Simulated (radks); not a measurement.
The nuclear charge of the oxygen ion O2+ is varied continuously with 6 electrons held in [He] 2s2 2p2. All-electron calculation, scalar-relativistic Kohn-Sham, PBEsol, spin-polarised, spherical densities, finite nucleus; open shells are filled with parallel spins first; Fermi nuclear charge, rms radius 2.6991 fm. Program: a radial shooting solver on a logarithmic mesh with Libxc functionals. By the Hellmann-Feynman theorem dE/dZ = E(electron-nucleus)/Z, the electronic potential at the nucleus (averaged over a nucleus of fixed radius). The scalar-relativistic energy here is not variational (the density holds large components alone), so the two differ by a part that grows with Z.

Z,E (hartree),E(electron-nucleus)/Z (hartree),HOMO,e(HOMO) (eV),<r> HOMO (bohr)
7,-53.81311,-17.6835,2p,-21.960,1.252
7.2,-57.41036,-18.2873,2p,-26.003,1.187
7.4,-61.12836,-18.8910,2p,-30.327,1.130
7.6,-64.96711,-19.4945,2p,-34.932,1.078
7.8,-68.92659,-20.0981,2p,-39.816,1.031
8,-73.00679,-20.7016,2p,-44.979,0.9877
8.2,-77.20772,-21.3051,2p,-50.420,0.9483
8.4,-81.52938,-21.9087,2p,-56.137,0.9121
8.6,-85.97178,-22.5122,2p,-62.132,0.8787
8.8,-90.53493,-23.1159,2p,-68.403,0.8477
9,-95.21885,-23.7196,2p,-74.950,0.8189

The central difference of E at Z = 8 is -20.703 hartree, to compare with the third column; the second derivative is -3.02 hartree.
